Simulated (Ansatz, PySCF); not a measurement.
Si(F)(Cl)(Me)(OH) (CH4ClFOSi), SMILES C[Si](O)(F)Cl. Atoms are numbered in the order given.

```xyz
9

C      1.8097    -0.1941    -0.8289
Si     0.0369    -0.0292    -0.3739
O     -0.8132    -1.2892    -0.9919
F     -0.5686     1.3603    -0.9431
Cl    -0.2235     0.0703     1.6678
H      2.2322    -1.1136    -0.3985
H      2.3845     0.6647    -0.4532
H      1.9174    -0.2385    -1.9232
H     -1.7423    -1.3692    -0.7554
```

The structure is a stationary point at PBE0-D3(BJ)/def2-SVP. Other conformers were not sampled.

Two levels are set side by side: PBE-D3(BJ)/def2-SVP (Ansatz, an electronic-structure program) and PBE0-D3(BJ)/def2-SVP (Ansatz). Each level has its own optimised geometry; the coordinates shown are those of the second. Frequencies come from the Hessian of PySCF at each geometry. Differences are taken from unrounded values.

```csv
quantity,PBE0-D3(BJ)
mean bond length (Å),1.427
bond C1–Si2 (Å),1.838
bond Si2–O3 (Å),1.641
bond Si2–F4 (Å),1.619
bond Si2–Cl5 (Å),2.061
bond C1–H6 (Å),1.100
bond C1–H7 (Å),1.100
bond C1–H8 (Å),1.100
bond O3–H9 (Å),0.962
highest harmonic wavenumber (cm⁻¹),3933
mean harmonic wavenumber (cm⁻¹),1176
zero-point energy (kcal/mol),35.30
```

Task: What does PBE-D3(BJ) give, and how far is it from PBE0-D3(BJ)? (An estimate is asked for; the answer gives what the named calculation found.)

Result: 
| quantity | PBE-D3(BJ) | PBE-D3(BJ) minus PBE0-D3(BJ) |
|---|---|---|
| mean bond length (Å) | 1.440 | 0.012 |
| bond C1–Si2 (Å) | 1.850 | 0.013 |
| bond Si2–O3 (Å) | 1.659 | 0.018 |
| bond Si2–F4 (Å) | 1.635 | 0.016 |
| bond Si2–Cl5 (Å) | 2.077 | 0.016 |
| bond C1–H6 (Å) | 1.107 | 0.008 |
| bond C1–H7 (Å) | 1.107 | 0.008 |
| bond C1–H8 (Å) | 1.108 | 0.008 |
| bond O3–H9 (Å) | 0.973 | 0.011 |
| highest harmonic wavenumber (cm⁻¹) | 3766 | -167 |
| mean harmonic wavenumber (cm⁻¹) | 1138 | -37 |
| zero-point energy (kcal/mol) | 34.18 | -1.13 |

Exact exchange shortens and stiffens bonds; PBE has none. Differences between two approximate levels are no errors against the true value.
